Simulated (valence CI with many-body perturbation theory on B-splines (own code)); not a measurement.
# Lu LVII: E2, M1 decay

Method: configuration interaction combined with many-body perturbation theory (CI+MBPT): five valence electrons over a frozen Dirac-Fock core [Ne], a basis of 9 s, 9 p, 8 d, 6 f, 3 g, 1 h functions for each j, with the one-electron correlation potential Σ1, the two-electron term Σ2, the three-electron term Σ3, Breit, model QED; selected CI, second order for the rest (own B-spline code, finite nucleus).

No measured spectrum was set against this ion. As an estimate, large intervals hold to a few tenths of a per cent, small ones and those within an open d or f shell to about a per cent. Among the levels kept, up to 560 cm⁻¹ of a level comes from second order outside the variational space, and about a tenth of that is noise between levels of different J, which matters for small intervals.

Lines 1 to 12 of 12 in falling wavelength, among levels below 6504.6 × 10³ cm⁻¹, chosen from the decays that carry over 1 % of a level's rate. Wavelengths and rates use the calculated energies. Electric multipoles are in the length gauge, E1 and E2 with the static RPA response of the core. S is in atomic units (e²a₀⁴ for E2 and M2, e²a₀⁶ for E3), for M1 in squared Bohr magnetons. Weak lines are less certain than strong ones. Lines between different terms over intervals too small for the method are left out, as are lines whose strength nearly cancels.

Levels are named by their leading jj configuration (3d3/2^4 stands for four electrons in 3d with j = 3/2), which in mixed levels can hold well under half, so a name can repeat and another be missing. Letters in brackets count levels of one name in rising energy.

```tsv
λ vac (Å)	Upper	Lower	Type	A (s⁻¹)	S (a.u.)
182.7	(3s^2 3p1/2 3p3/2 3d5/2) J=9/2	(3s^2 3p1/2 3p3/2 3d3/2) J=7/2	M1	1.84e+06	4.15e+00
46.93	(3s^2 3p1/2 3p3/2 3d5/2) J=7/2 [a]	(3s^2 3p1/2^2 3d5/2) J=5/2	M1	1.21e+08	3.72e+00
44.83	(3s^2 3p1/2 3p3/2 3d5/2) J=9/2	(3s^2 3p1/2^2 3d5/2) J=5/2	E2	1.51e+06	2.44e-03
44.56	(3s^2 3p1/2 3p3/2^2) J=3/2	(3s^2 3p1/2^2 3p3/2) J=3/2	M1	2.10e+08	2.76e+00
44.44	(3s^2 3p1/2 3p3/2 3d3/2) J=1/2 [a]	(3s^2 3p1/2^2 3d3/2) J=3/2	M1	1.34e+08	8.74e-01
44.28	(3s^2 3p3/2^3) J=3/2	(3s^2 3p1/2 3p3/2^2) J=1/2	M1	5.25e+07	6.76e-01
42.82	(3s^2 3p1/2 3p3/2^2) J=5/2	(3s^2 3p1/2^2 3p3/2) J=3/2	M1	3.61e+07	6.31e-01
42.82	(3s^2 3p1/2 3p3/2^2) J=5/2	(3s^2 3p1/2^2 3p3/2) J=3/2	E2	3.46e+06	2.67e-03
42.09	(3s^2 3p3/2^3) J=3/2	(3s^2 3p1/2 3p3/2^2) J=5/2	M1	6.00e+07	6.64e-01
40.77	(3s^2 3p1/2 3p3/2^2) J=1/2	(3s^2 3p1/2^2 3p3/2) J=3/2	M1	1.24e+08	6.24e-01
40.77	(3s^2 3p1/2 3p3/2^2) J=1/2	(3s^2 3p1/2^2 3p3/2) J=3/2	E2	3.15e+06	6.34e-04
40.54	(3s^2 3p3/2^3) J=3/2	(3s^2 3p1/2 3p3/2^2) J=3/2	M1	2.48e+08	2.45e+00
```
